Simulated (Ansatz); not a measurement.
Ideal-gas functions of `F[C@H]1[SiH2][C@@H]1Cl` at 298.15 K and 1 bar, from an Ansatz frequency run at PBE0-D4/def2-TZVP.

Molar mass 110.59 g/mol, point group C1 (symmetry number 1), electronic degeneracy 1, moments of inertia 117.533, 235.26, 329.574 u Å². Harmonic wavenumbers (cm⁻¹, unscaled): 135, 236, 282, 333, 488, 544, 617, 677, 708, 823, 897, 944, 1008, 1093, 1142, 1237, 1383, 2266, 2296, 3129, 3147.

Use S(trans) = R[1.5 ln M + 2.5 ln T − 1.1517]; rotational temperatures θ = 24.2544 K / I; S(rot) = R[ln(√π/σ · √(T³/θAθBθC)) + 1.5]; for each mode x = 1.438777 ν̃/T, S = R[x/(eˣ − 1) − ln(1 − e⁻ˣ)] and H = RT x/(eˣ − 1); 1 cm⁻¹ = 0.0119627 kJ/mol; R = 8.31446 J/(mol·K).

By hand: the entropy, in J/(mol·K).

Translation 167.5. Rotation: θ = 0.2064, 0.1031, 0.0736 K, giving 115.1. Vibration, mode by mode: 12.02, 7.67, 6.37, 5.21, 2.88, 2.33, 1.76, 1.40, 1.24, 0.79, 0.59, 0.49, 0.38, 0.27, 0.22, 0.15, 0.08, 0.00, 0.00, 0.00, 0.00, in all 43.9. Electronic 0.0. Sum 326.5 J/(mol·K).

By hand: H − E and G − E in kJ/mol, counted from the electronic energy.

Zero-point energy ½ × 23385 × 0.0119627 = 139.9; thermal vibration 8.1; translation, rotation and pV give 4 RT = 9.9. H − E = 157.9 kJ/mol, and G − E = 157.9 − 298.15 × 326.5/1000 = 60.6 kJ/mol.

Vibration gives 13 % of the entropy, 12.0 J/(mol·K) of it from the mode under 150 cm⁻¹: soft modes count most, and the harmonic formula is weakest for them. The sum counts one conformer and one mirror image; others add a mixing term.
